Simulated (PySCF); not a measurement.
Species: C4H10Si.
Cartesian coordinates in Å at the GFN2-xTB level; atoms count from 1:
```xyz
15
C4H10Si angstrom
C      1.8625    0.4061   -0.0940
C      0.5450   -0.0992    0.4713
C     -0.2361   -1.0561   -0.4572
C     -1.6597   -0.4884   -0.2868
Si    -0.9707    1.0768    0.5649
H      1.7014    0.9378   -1.0298
H      2.5440   -0.4227   -0.2869
H      2.3435    1.0871    0.6058
H      0.7464   -0.5887    1.4275
H     -0.1468   -2.1081   -0.1851
H      0.1028   -0.9451   -1.4870
H     -2.2700   -1.1117    0.3643
H     -2.2008   -0.3716   -1.2229
H     -1.4841    1.4326    1.8876
H     -0.8819    2.2591   -0.2936
```

Method: TDDFT B3LYP/def2-SVPD, vertical, gas phase, core orbitals frozen in the response (PySCF 2.14.0, density-fitted response routines).

```
state  E (eV)  E (kJ/mol)  λ (nm)       f  main configurations (H = HOMO, L = LUMO)
   S1    6.44         621   192.6   0.025                    H→L (81%), H-1→L (16%)
   S2    6.72         648   184.5   0.023       H-1→L (63%), H→L+1 (22%), H→L (12%)
   S3    6.79         655   182.7   0.051                  H→L+1 (75%), H-1→L (18%)
   S4    7.17         692   173.0   0.018                             H-1→L+1 (97%)
   S5    7.47         721   166.0   0.033                   H→L+2 (81%), H→L+3 (9%)
   S6    7.56         730   164.0   0.059     H→L+3 (64%), H→L+2 (14%), H→L+4 (10%)
   S7    7.72         745   160.5  0.0098     H-2→L (52%), H→L+4 (22%), H→L+3 (22%)
   S8    7.76         749   159.8   0.012                  H→L+4 (60%), H-2→L (35%)
```

Triplets (Tamm–Dancoff): T1 5.80 eV, H→L (94%); T2 6.28 eV, H-1→L (93%); T3 6.61 eV, H→L+1 (93%).

The lowest singlet comes at 193 nm (621 kJ/mol) in the vacuum ultraviolet; it is weak; its leading configuration is HOMO→LUMO (81%). The strongest level in the table is S6 at 7.56 eV (164 nm, f = 0.059). Löwdin shares by element: HOMO carbon 55% or more, silicon 22% (atoms not listed hold the other 24%); LUMO silicon 32%, hydrogen 22% or more, carbon 10% or more (atoms not listed hold the other 36%). Orbital energies (eV): HOMO-3 -8.95, HOMO-2 -8.75, HOMO-1 -7.71, HOMO -7.32, LUMO -0.01, LUMO+1 0.40, LUMO+2 1.00. Weighted by f, the mean energy of these states is 7.16 eV. The oscillator strengths of these states sum to 0.230; summed over the whole spectrum of an exact calculation they would give the number of electrons, 48 (Thomas–Reiche–Kuhn). The window holds the lowest 8 singlets.

One conformer stands for the species.
